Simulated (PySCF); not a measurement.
Compound: C₅H₃F₃OS.
Numbering: `[F:1][C:2]([F:3])([F:4])[S:5][c:6]1[cH:7][cH:8][cH:9][o:10]1` (hydrogens: H11 on C7; H12 on C8; H13 on C9)

Level of theory: PBE0-D3(BJ)/def2-SVP geometry optimisation, gas phase (PySCF 2.14.0).

Task: List the bond lengths, angles and torsions at this level.

Result: 
| bond | length (Å) | order |
| --- | --- | --- |
| F1–C2, C2–F3, C2–F4 | 1.327 | single |
| C2–S5 | 1.826 | single |
| S5–C6 | 1.736 | single |
| C6–C7 | 1.369 | aromatic |
| C7–C8 | 1.424 | aromatic |
| C8–C9 | 1.366 | aromatic |
| C9–O10 | 1.340 | aromatic |
| C6–O10 | 1.357 | aromatic |
| C7–H11 | 1.087 | single |
| C8–H12 | 1.088 | single |
| C9–H13 | 1.087 | single |

Bonds in one row agree within 0.01 Å and their mean is given. Orders are formal, as drawn. A selection of angles:
| angle | degrees |
| --- | --- |
| F1–C2–F3 | 107.4 |
| F1–C2–F4 | 108.6 |
| F1–C2–S5 | 112.3 |
| F4–C2–S5 | 107.2 |
| C2–S5–C6 | 99.2 |
| S5–C6–C7 | 131.2 |
| S5–C6–O10 | 118.8 |
| C7–C6–O10 | 110.0 |
| C6–C7–C8 | 106.1 |
| C7–C8–C9 | 105.7 |
| C8–C9–O10 | 110.9 |
| C6–O10–C9 | 107.3 |

Dihedral angles: F1–C2–S5–C6 61° (synclinal); C2–S5–C6–C7 -93° (anticlinal). The mirror-image conformer, all signs reversed, is as good.

The 2 C–S bonds span 1.736 Å (S5–C6, drawn single) to 1.826 Å (C2–S5, drawn single), a spread of 0.090 Å. The 5-membered ring C6–C7–C8–C9–O10 has internal angles of 105.7° to 110.9°; it is planar, 0.00 Å rms from its mean plane, widest ring torsion 0°. The 3 C–C bonds span 1.366 Å (C8–C9, aromatic) to 1.424 Å (C7–C8, aromatic), a spread of 0.058 Å. All 3 C–F bonds measure 1.326 to 1.328 Å.

Point group: C1 (no symmetry element, even within 0.4 Å). No PBE0-D3(BJ)/def2-SVP frequencies stand behind this structure, so it isn't proved a minimum. One conformer, not necessarily the lowest.
